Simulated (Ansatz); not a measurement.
Input for Ansatz (a quantum-chemistry and plane-wave program): R-CCSD(T)/def2-TZVPPD on AsH6P (a complex), monomers drawn apart or pushed together. Files ending in .json are basis or fitting sets from the Basis Set Exchange. The run froze 19 orbitals, filled d shells among them.

Ansatz 0.2 input:
```yaml
crystal:
  periodic: [false, false, false]
  atoms:
    - {symbol: P, position_ang: [-0.55176334, 0.17664237, 0.27429872]}
    - {symbol: H, position_ang: [0.71621281, -0.45638740, 0.25560218]}
    - {symbol: H, position_ang: [-1.26417286, -1.04837040, 0.24526878]}
    - {symbol: H, position_ang: [-0.59406875, 0.34277546, -1.13506981]}
    - {symbol: As, position_ang: [-0.39047080, -0.51254050, 6.78957861]}
    - {symbol: H, position_ang: [-1.75419872, 0.16494557, 6.82746029]}
    - {symbol: H, position_ang: [0.34314901, 0.82107500, 6.84804390]}
    - {symbol: H, position_ang: [-0.35535147, -0.67292106, 8.30781465]}
basis:
  gaussian:
    orbitals: def2-TZVPPD.json
magnetization: {spin_polarized: false}
correlation: {method: ccsd_t, electrons: outside_noble_gas}
scf: {lower_state_search: off}
```

Program output:

```
WARN ansatz: RAYON_NUM_THREADS=2 ignored (pool sized by the plan → 2); use --threads N
Functional definition: HF
these checks for a lower state are left out or cut short: stability, starts, cluster_reference, orbital_swaps, neighbouring_geometries, increment
integrals: 0.80 GiB planned
1143 factors; integrals over basis functions are off by at most 1.1e-3 eV
mean field: 0.70 GiB planned
mean field evaluation 1: about -70161.0654 eV, gradient 1.3e1 eV
mean field evaluation 2: about -70161.1754 eV, gradient 1.3e1 eV
mean field evaluation 4: about -70162.2640 eV, gradient 1.3e0 eV
mean field evaluation 8: about -70162.2725 eV, gradient 2.5e-5 eV
mean field -70162.27246041 eV, -2578.4159552236 hartree, gradient 1.0e-6 eV, S^2 0.000000; 0 other end points of the search recorded, 0 dependent functions left out
19 core orbitals not correlated
reference -70162.27246041 eV, -2578.4159552236 hartree; 8, 8 occupied and 177, 177 virtual orbitals, 1143 factors
second order -8.96291833 eV of doubles, -0.00000000 eV of singles
coupled cluster: 1.99 GiB planned
cycle   1  -10.04647173 eV  change    -1.1e0 eV  update   8.1e-2
cycle   2  -10.45208770 eV  change   -4.1e-1 eV  update   2.8e-2
cycle   3  -10.47532798 eV  change   -2.3e-2 eV  update   7.8e-3
cycle   4  -10.47182799 eV  change    3.5e-3 eV  update   2.6e-3
cycle   5  -10.47077727 eV  change    1.1e-3 eV  update   7.0e-4
cycle   6  -10.47078265 eV  change   -5.4e-6 eV  update   2.0e-4
cycle   7  -10.47083523 eV  change   -5.3e-5 eV  update   6.6e-5
cycle   8  -10.47083690 eV  change   -1.7e-6 eV  update   2.0e-5
cycle   9  -10.47083228 eV  change    4.6e-6 eV  update   5.9e-6
perturbative correction -0.34942996 eV, -0.0128413142 hartree
Total energy: -70173.09272265 eV, -2578.8135925267 hartree
Checks for a lower state left out: stability, starts, cluster_reference, orbital_swaps, neighbouring_geometries, increment
```

The calculation finished and met its thresholds.

Cost: roughly 60 core-seconds.
